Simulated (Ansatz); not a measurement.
Consider the hydrogenolysis of a B–Cl bond: `C[B](Cl)[GeH3]` + H₂ → `C[BH][GeH3]` + HCl.

Computed with Ansatz on PBE0-D4/def2-TZVP structures; ΔE is electronic, products minus reactants. CCSD(T)/CBS is the MP2 limit (def2-TZVPP, def2-QZVPP) plus CCSD(T) − MP2 in def2-TZVPP, frozen cores. This one scheme is used for every species. Functionals use def2-TZVPP. For Ge outer-core shells are correlated without core-valence functions, which leaves a few kJ/mol of doubt a bond. Scalar relativity is left out up to krypton.

```
         species  PBE0 energy (Eh)
`C[B](Cl)[GeH3]`       -2603.33568
              H₂          -1.16849
   `C[BH][GeH3]`       -2143.80826
             HCl        -460.66547
```

Q: Work out ΔE.

A: ΔE = (-2143.80826) + (-460.66547) − (-2603.33568) − (-1.16849) = 0.03044 Eh = +0.83 eV. CCSD(T)/CBS gives +0.86 eV.

Largest T1 diagnostic among the species: 0.012.

From r2SCAN to r2SCAN0 (25 % exact exchange), in def2-TZVPP and without D4, ΔE moves by −0.05 eV. Leaving LDA and LC-ωPBE aside and taking each functional with its dispersion term where it has one, the values, not all of them listed here, spread over 0.14 eV, from BHLYP-D4 to revPBE-D4. LDA lies +0.06 eV from PBE without D4. At CCSD(T), def2-SVP lies +0.05 eV from the extrapolated value and def2-TZVPP −0.02 eV.
